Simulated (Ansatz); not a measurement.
Born–Oppenheimer molecular dynamics of H4LiO4Si (10 atoms, charge 1, multiplicity 1). It starts from a relaxed structure.

Theory: RKS B3LYP-D4/STO-3G (Ansatz).

```yaml
ensemble: NVE (velocity Verlet)
time_step: 0.25 fs
steps_asked: 400
starting_velocities_drawn_for: 400 K
seed: 288269
```

First frame:

```xyz
10
Properties=species:S:1:pos:R:3
Li -0.573 1.037 -1.923
O -1.046 1.065 -0.258
Si 0.025 -0.189 0.238
O 0.568 -0.155 -1.396
O -0.810 -1.593 0.558
O 1.140 0.182 1.421
H -1.702 1.404 0.418
H 1.254 -0.830 -1.667
H -0.470 -1.968 1.442
H 1.614 1.048 1.168
```

Question: How far do the bonds stretch over the last three quarters of this one trajectory? (Pairs bonded in most of those frames.)

Answer: 
| bond | mean (Å) | spread (Å) | shortest | longest |
| --- | --- | --- | --- | --- |
| Li1–O2 | 1.739 | 0.031 | 1.70 | 1.79 |
| Li1–Si3 | 2.507 | 0.048 | 2.42 | 2.58 |
| Li1–O4 | 1.741 | 0.054 | 1.67 | 1.83 |
| O2–Si3 | 1.724 | 0.021 | 1.69 | 1.76 |
| O2–H7 | 1.003 | 0.009 | 0.99 | 1.02 |
| Si3–O4 | 1.724 | 0.004 | 1.72 | 1.74 |
| Si3–O5 | 1.663 | 0.014 | 1.63 | 1.69 |
| Si3–O6 | 1.668 | 0.009 | 1.65 | 1.69 |
| O4–H8 | 1.003 | 0.012 | 0.98 | 1.02 |
| O5–H9 | 1.017 | 0.006 | 1.01 | 1.03 |
| O6–H10 | 1.022 | 0.020 | 0.99 | 1.05 |

Mean temperature of the second half: 165 K. The conserved energy stayed within 0.036 meV per atom of its start (net change 0.028 meV per atom), so the integration is sound. A run of 0.1 ps of so small a system gives no equilibrium averages. Limits of this set-up: minimal basis, the dipole of an ion depends on the origin.

The run took 9.2 min on 1 thread of Intel(R) Xeon(R) Platinum 8488C (Sapphire Rapids) (shared host), peak memory 0.11 GiB.
